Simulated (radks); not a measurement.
Q: These are the eigenvalues of the occupied orbitals of an atom or ion with whole-number occupations (Ry). Calculated with a radial shooting solver on a logarithmic mesh with Libxc functionals: scalar-relativistic Kohn-Sham, LDA (Slater exchange, Perdew-Wang correlation), spin-polarised, spherical densities, finite nucleus; Fermi nuclear charge, rms radius of each element as measured or else 0.836 A^(1/3) + 0.57 fm.

orbital  eigenvalue
1s up     -6109.290
1s down   -6109.290
2s up     -1086.081
2s down   -1086.068
2p up     -937.8254
2p down   -937.8142
3s up     -260.5887
3s down   -260.5817
3p up     -217.7328
3p down   -217.7254
3d up     -172.4633
3d down   -172.4529
4s up     -60.18300
4s down   -60.16907
4p up     -46.11974
4p down   -46.10573
4d up     -29.40125
4d down   -29.38479
5s up     -12.45911
5s down   -12.37767
4f up     -10.85138
4f down   -10.82975
5p up      -8.62490
5p down    -8.53004
5d up      -4.27366
5d down    -4.17315

Which element is it, and in what charge state? The configuration may be excited. Open shells, if any, are filled with parallel spins first.

A: Z = 80, mercury, charge +4: Hg4+ in [Xe] 4f14 5d8. The list shows which subshells hold electrons but not how many an open one holds; the 1s level, -3054.6 hartree, gives Z - s = 78.2 by -(Z - s)^2/2, which with screening and relativity narrows Z to a few neighbours, and the depths of the outer levels then fix element, charge and occupations together.
